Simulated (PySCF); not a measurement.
CH₆O₂Si₂, SMILES O=C[SiH2]O[SiH3].

Geometry: B3LYP-D3(BJ)/def2-SVP. Other conformers were not sampled.

Two levels are set side by side: TDA-PBE/def2-SVPD (PySCF) and TDA-CAM-B3LYP/def2-SVPD (PySCF). Vertical, same geometry. The lowest singlet is HOMO→LUMO 100 % with PBE and HOMO→LUMO 96 % with the other functional; states are paired by order. Differences are taken from unrounded values.

| quantity | TDA-CAM-B3LYP |
|---|---|
| lowest singlet excitation (eV) | 3.24 |
| lowest triplet excitation (TDA) (eV) | 2.51 |
| first bright state (f over 0.05) (eV) | 7.65 |
| its oscillator strength | 0.16 |

Question: What does TDA-PBE give, and how far is it from TDA-CAM-B3LYP? (The exact figures need the calculation; the answer reports its results.)

Answer: 
| quantity | TDA-PBE | TDA-PBE minus TDA-CAM-B3LYP |
|---|---|---|
| lowest singlet excitation (eV) | 3.09 | -0.15 |
| lowest triplet excitation (TDA) (eV) | 2.35 | -0.16 |
| first bright state (f over 0.05) (eV) | 5.90 | -1.75 |
| its oscillator strength | 0.06 | -0.10 |

Functionals without exact exchange tend to place singlet excitations lower, as here. Differences between two approximate levels are no errors against the true value.

Rough cost on one machine, each run with all the roots and properties that it gave: TDA-CAM-B3LYP against TDA-PBE about 4 times.
